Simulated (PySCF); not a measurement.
## From computed data to an observable: entropy of an ideal gas

B(H)(vinyl)(OH) (C2H5BO), SMILES C=CBO.

Coordinates come from a PBE0-D3(BJ)/def2-SVP optimisation. One conformer was computed; it need not be the lowest.

PBE0-D3(BJ)/def2-SVP (PySCF) gives the harmonic wavenumbers 117, 252, 464, 498, 711, 888, 901, 985, 1014, 1047, 1083, 1196, 1280, 1387, 1453, 1701, 2603, 3125, 3147, 3243, 3884 cm⁻¹ and the rotational temperatures 1.9334, 0.1950, 0.1771 K. The molar mass is 55.87 g/mol, the symmetry number 1, the spin multiplicity 1.

Task: Work out the entropy at 298.15 K and 1 atm in the rigid-rotor, harmonic-oscillator model.

Result: 
Translation (Sackur–Tetrode at 1 atm): S = R[1.5 ln M + 2.5 ln T − 1.16487] = 158.9 J/(mol K).
Rotation: q = (√π/σ) T^1.5/√(θA θB θC) = 35300, S = R[ln q + 3/2] = 99.5 J/(mol K).
Vibration: with u = 1.4388 ν/T, each mode gives R[u/(e^u − 1) − ln(1 − e^−u)]:
| ν (cm⁻¹) | modes | u | S (J/(mol K)) |
|---|---|---|---|
| 117 | 1 | 0.56 | 13.18 |
| 252 | 1 | 1.22 | 7.18 |
| 464 | 1 | 2.24 | 3.16 |
| 498 | 1 | 2.40 | 2.77 |
| 711 | 1 | 3.43 | 1.23 |
| 888 | 1 | 4.29 | 0.61 |
| 901 | 1 | 4.35 | 0.58 |
| 985 | 1 | 4.75 | 0.42 |
| 1014 | 1 | 4.89 | 0.37 |
| 1047 | 1 | 5.05 | 0.32 |
| 1083 | 1 | 5.23 | 0.28 |
| 1196 | 1 | 5.77 | 0.18 |
| 1280 | 1 | 6.18 | 0.12 |
| 1387 | 1 | 6.69 | 0.08 |
| 1453 | 1 | 7.01 | 0.06 |
| 1701 | 1 | 8.21 | 0.02 |
The stiffer modes add less than 0.005 each. Sum 30.6 J/(mol K).
Spin: R ln 1 = 0.0 J/(mol K).
Total 289.0 J/(mol K); the program's own thermochemistry gives 289.0. Translation makes up 55 % and vibration 11 %. Anharmonicity, hindered rotation and orbital degeneracy are left out.
